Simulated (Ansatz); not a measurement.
Harmonic frequencies (cm⁻¹) at PBE0-D4/def2-TZVP from Ansatz: 56, 130, 209, 271, 292, 308, 356, 386, 419, 470, 604, 605, 628, 635, 658, 680, 703, 712, 1990, 1994, 2009, 2014, 2715, 2715.

(1) Which molecule is it?
A. `[F][In-]1([F])[SH+][In-]([F])([F])[SH+]1`
B. `[SH+]1[GaH2-][SH+][GaH2-]1`
C. `[Cl][Al@H-]1[OH+][Al@H-]([Cl])[OH+]1`
D. `[AlH2-]1[Cl+][AlH2-][Cl+]1`

Results:

(1) B.
